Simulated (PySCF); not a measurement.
Isomers of C5H7F3O, mass 140.045 u with the commonest isotopes. Method used: B3LYP/def2-SVPD in PySCF (dipole) on a GFN2-xTB geometry, gas phase. One conformer each, none proved a minimum here; rigid rotors.

Question: Order these by radius of gyration √(Σ m r²/M), largest first.
A. `[F:1][CH2:2][C@@H:3]1[CH2:4][O:5][C@@H:6]1[CH:7]([F:8])[F:9]` with F1–C2–C3–C4 -89°, O5–C6–C7–F8 179°
B. `[F:1][CH:2]([F:3])[C@H:4]([F:5])[CH:6]1[CH2:7][O:8][CH2:9]1` with F1–C2–C4–F5 -154°, C2–C4–C6–C7 -70°
C. `[CH3:1][O:2][CH2:3][CH2:4][C:5]([F:6])=[C:7]([F:8])[F:9]` with C1–O2–C3–C4 -179°, O2–C3–C4–C5 64°, C3–C4–C5–F6 68°

Answer: C (2.199 Å), B (2.041 Å), A (2.011 Å).

Question: Order these by rotational constant A, largest first.
A. `[CH3:1][O:2][CH2:3][CH2:4][C:5]([F:6])=[C:7]([F:8])[F:9]` with C1–O2–C3–C4 -179°, O2–C3–C4–C5 64°, C3–C4–C5–F6 68°
B. `[F:1][CH:2]([F:3])[C@H:4]([F:5])[CH:6]1[CH2:7][O:8][CH2:9]1` with F1–C2–C4–F5 -154°, C2–C4–C6–C7 -70°
C. `[F:1][CH2:2][C@@H:3]1[CH2:4][O:5][C@@H:6]1[CH:7]([F:8])[F:9]` with F1–C2–C3–C4 -89°, O5–C6–C7–F8 179°

Answer: B (2421 MHz), A (2338 MHz), C (2053 MHz).

Question: Order these by dipole moment, smallest first.
A. `[F:1][CH:2]([F:3])[C@H:4]([F:5])[CH:6]1[CH2:7][O:8][CH2:9]1` with F1–C2–C4–F5 -154°, C2–C4–C6–C7 -70°
B. `[F:1][CH2:2][C@@H:3]1[CH2:4][O:5][C@@H:6]1[CH:7]([F:8])[F:9]` with F1–C2–C3–C4 -89°, O5–C6–C7–F8 179°
C. `[CH3:1][O:2][CH2:3][CH2:4][C:5]([F:6])=[C:7]([F:8])[F:9]` with C1–O2–C3–C4 -179°, O2–C3–C4–C5 64°, C3–C4–C5–F6 68°

Answer: A (1.09 D), B (1.41 D), C (2.92 D).

```tsv
SMILES	point group	Ia (u·Å²)	Ib (u·Å²)	Ic (u·Å²)	κ	μa (D)	μb (D)	μc (D)
FC(F)[C@H](F)C1COC1	C1	208.76	428.08	530.26	-0.69	0.72	0.79	0.19
COCCC(F)=C(F)F	C1	216.18	535.99	602.31	-0.86	2.60	0.71	1.12
FC[C@@H]1CO[C@@H]1C(F)F	C1	246.15	377.86	508.16	-0.35	0.57	0.89	0.93
```
